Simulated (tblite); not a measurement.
Species: C₆H₁₁P.
Numbering: `[CH:1]#[C:2][CH2:3][PH:4][CH2:5][CH2:6][CH3:7]` (hydrogens: H8 on C1; H9, H10 on C3; H11 on P4; H12, H13 on C5; H14, H15 on C6; H16, H17, H18 on C7)

Computed with GFN2-xTB (tblite), gas phase: Langevin dynamics at 300 K from the optimised GFN2-xTB geometry, time step 0.5 fs, friction 0.01 fs⁻¹, 2000 steps.

Start geometry:
```
atom  x, y, z in Å
C1     -2.628    1.753   -0.320
C2     -2.373    0.589   -0.202
C3     -2.066   -0.815   -0.075
P4     -0.835   -1.377   -1.377
C5      0.760   -0.967   -0.506
C6      1.066    0.527   -0.549
C7      2.449    0.831    0.013
H8     -2.857    2.773   -0.413
H9     -1.673   -1.027    0.924
H10    -2.980   -1.396   -0.233
H11    -0.854   -2.711   -0.933
H12     0.731   -1.324    0.528
H13     1.547   -1.518   -1.033
H14     1.008    0.874   -1.584
H15     0.308    1.071    0.021
H16     2.647    1.900   -0.021
H17     3.217    0.320   -0.564
H18     2.524    0.502    1.048
```

The statistics below take the 31 frames saved every 25 fs from 250 to 1000 fs; their kinetic temperature (all 3N coordinates) averages 314 K.

Q: Give the mean, spread and extremes of the bond lengths.

A: 
```json
{"bond": "C1≡C2", "start (Å)": "1.197", "mean (Å)": "1.200", "standard deviation (Å)": "0.017", "shortest (Å)": "1.164", "longest (Å)": "1.230"}
{"bond": "C2–C3", "start (Å)": "1.443", "mean (Å)": "1.444", "standard deviation (Å)": "0.035", "shortest (Å)": "1.381", "longest (Å)": "1.531"}
{"bond": "C3–P4", "start (Å)": "1.878", "mean (Å)": "1.885", "standard deviation (Å)": "0.028", "shortest (Å)": "1.835", "longest (Å)": "1.944"}
{"bond": "P4–C5", "start (Å)": "1.863", "mean (Å)": "1.875", "standard deviation (Å)": "0.031", "shortest (Å)": "1.818", "longest (Å)": "1.961"}
{"bond": "C5–C6", "start (Å)": "1.526", "mean (Å)": "1.542", "standard deviation (Å)": "0.028", "shortest (Å)": "1.496", "longest (Å)": "1.605"}
{"bond": "C6–C7", "start (Å)": "1.524", "mean (Å)": "1.526", "standard deviation (Å)": "0.021", "shortest (Å)": "1.493", "longest (Å)": "1.579"}
{"bond": "C1–H8", "start (Å)": "1.049", "mean (Å)": "1.048", "standard deviation (Å)": "0.042", "shortest (Å)": "0.985", "longest (Å)": "1.135"}
{"bond": "C3–H9", "start (Å)": "1.095", "mean (Å)": "1.099", "standard deviation (Å)": "0.019", "shortest (Å)": "1.065", "longest (Å)": "1.155"}
{"bond": "C3–H10", "start (Å)": "1.095", "mean (Å)": "1.105", "standard deviation (Å)": "0.032", "shortest (Å)": "1.027", "longest (Å)": "1.172"}
{"bond": "P4–H11", "start (Å)": "1.405", "mean (Å)": "1.415", "standard deviation (Å)": "0.050", "shortest (Å)": "1.323", "longest (Å)": "1.510"}
{"bond": "C5–H12", "start (Å)": "1.095", "mean (Å)": "1.100", "standard deviation (Å)": "0.028", "shortest (Å)": "1.039", "longest (Å)": "1.162"}
{"bond": "C5–H13", "start (Å)": "1.095", "mean (Å)": "1.098", "standard deviation (Å)": "0.029", "shortest (Å)": "1.047", "longest (Å)": "1.174"}
{"bond": "C6–H14", "start (Å)": "1.093", "mean (Å)": "1.095", "standard deviation (Å)": "0.025", "shortest (Å)": "1.058", "longest (Å)": "1.161"}
{"bond": "C6–H15", "start (Å)": "1.093", "mean (Å)": "1.094", "standard deviation (Å)": "0.025", "shortest (Å)": "1.041", "longest (Å)": "1.145"}
{"bond": "C7–H16", "start (Å)": "1.087", "mean (Å)": "1.095", "standard deviation (Å)": "0.036", "shortest (Å)": "1.030", "longest (Å)": "1.169"}
{"bond": "C7–H17", "start (Å)": "1.088", "mean (Å)": "1.092", "standard deviation (Å)": "0.027", "shortest (Å)": "1.046", "longest (Å)": "1.148"}
{"bond": "C7–H18", "start (Å)": "1.088", "mean (Å)": "1.089", "standard deviation (Å)": "0.026", "shortest (Å)": "1.042", "longest (Å)": "1.150"}
```

Q: Give the same statistics for bond angles, one of each kind among heavy atoms.

A: 
| angle | start (°) | mean (°) | standard deviation (°) | smallest (°) | largest (°) |
| --- | --- | --- | --- | --- | --- |
| C1–C2–C3 | 179.4 | 170.2 | 4.9 | 159.4 | 177.4 |
| C2–C3–P4 | 111.7 | 112.2 | 5.1 | 100.9 | 120.4 |
| C3–P4–C5 | 99.8 | 99.7 | 3.5 | 93.3 | 104.5 |
| P4–C5–C6 | 112.0 | 112.7 | 5.2 | 102.8 | 122.1 |
| C5–C6–C7 | 111.5 | 111.0 | 3.6 | 104.2 | 120.0 |

Q: How far does each atom move about its mean position (frames aligned on the start, all atoms weighted alike), and what rms force does it feel?

A: 
```
atom  rms displacement (Å)  rms force (eV/Å)
  C1                  0.23              2.54
  C2                  0.16              2.35
  C3                  0.12              1.58
  P4                  0.14              1.50
  C5                  0.13              1.62
  C6                  0.17              1.85
  C7                  0.14              1.76
  H8                  0.34              1.67
  H9                  0.24              0.73
 H10                  0.24              1.09
 H11                  0.24              0.96
 H12                  0.22              0.99
 H13                  0.22              0.99
 H14                  0.33              0.90
 H15                  0.32              0.88
 H16                  0.79              1.19
 H17                  0.85              0.96
 H18                  0.77              0.96
```

The displacements run from 0.12 to 0.85 Å, the largest at H17.

Q: Follow the torsions C2–C3–P4–C5, C3–P4–C5–C6 and P4–C5–C6–C7 through every second one of these frames.

A: 
```json
{"t (fs)": "250", "C2–C3–P4–C5 (°)": "89", "C3–P4–C5–C6 (°)": "-87", "P4–C5–C6–C7 (°)": "-163"}
{"t (fs)": "300", "C2–C3–P4–C5 (°)": "63", "C3–P4–C5–C6 (°)": "-99", "P4–C5–C6–C7 (°)": "-176"}
{"t (fs)": "350", "C2–C3–P4–C5 (°)": "86", "C3–P4–C5–C6 (°)": "-104", "P4–C5–C6–C7 (°)": "177"}
{"t (fs)": "400", "C2–C3–P4–C5 (°)": "62", "C3–P4–C5–C6 (°)": "-87", "P4–C5–C6–C7 (°)": "178"}
{"t (fs)": "450", "C2–C3–P4–C5 (°)": "54", "C3–P4–C5–C6 (°)": "-78", "P4–C5–C6–C7 (°)": "179"}
{"t (fs)": "500", "C2–C3–P4–C5 (°)": "74", "C3–P4–C5–C6 (°)": "-94", "P4–C5–C6–C7 (°)": "-174"}
{"t (fs)": "550", "C2–C3–P4–C5 (°)": "77", "C3–P4–C5–C6 (°)": "-89", "P4–C5–C6–C7 (°)": "179"}
{"t (fs)": "600", "C2–C3–P4–C5 (°)": "73", "C3–P4–C5–C6 (°)": "-89", "P4–C5–C6–C7 (°)": "167"}
{"t (fs)": "650", "C2–C3–P4–C5 (°)": "88", "C3–P4–C5–C6 (°)": "-89", "P4–C5–C6–C7 (°)": "-178"}
{"t (fs)": "700", "C2–C3–P4–C5 (°)": "82", "C3–P4–C5–C6 (°)": "-97", "P4–C5–C6–C7 (°)": "172"}
{"t (fs)": "750", "C2–C3–P4–C5 (°)": "82", "C3–P4–C5–C6 (°)": "-86", "P4–C5–C6–C7 (°)": "177"}
{"t (fs)": "800", "C2–C3–P4–C5 (°)": "68", "C3–P4–C5–C6 (°)": "-78", "P4–C5–C6–C7 (°)": "-171"}
{"t (fs)": "850", "C2–C3–P4–C5 (°)": "77", "C3–P4–C5–C6 (°)": "-80", "P4–C5–C6–C7 (°)": "-154"}
{"t (fs)": "900", "C2–C3–P4–C5 (°)": "85", "C3–P4–C5–C6 (°)": "-92", "P4–C5–C6–C7 (°)": "-153"}
{"t (fs)": "950", "C2–C3–P4–C5 (°)": "69", "C3–P4–C5–C6 (°)": "-90", "P4–C5–C6–C7 (°)": "-166"}
{"t (fs)": "1000", "C2–C3–P4–C5 (°)": "87", "C3–P4–C5–C6 (°)": "-92", "P4–C5–C6–C7 (°)": "175"}
```

Largest departure from the start value over all these frames: C2–C3–P4–C5 32° (start 87°), C3–P4–C5–C6 27° (start -77°), P4–C5–C6–C7 21° (start -173°).

Q: How widely does the potential energy scatter, against a harmonic estimate?

A: Mean 0.66 eV above the start, standard deviation 0.120 eV, range 0.46 to 0.87 eV. For 48 classical harmonic modes at 300 K the canonical values are 48kT/2 = 0.62 eV and kT·√(48/2) = 0.127 eV.

The run is classical and short, so these are rough statistics of one trajectory.

The cost below is that of the whole dynamics run. Time: 53 s wall, 41 s CPU; peak memory 0.18 GiB. Hardware: an AMD EPYC with one thread, shared host with 64 logical CPUs at a one-minute load of 49.
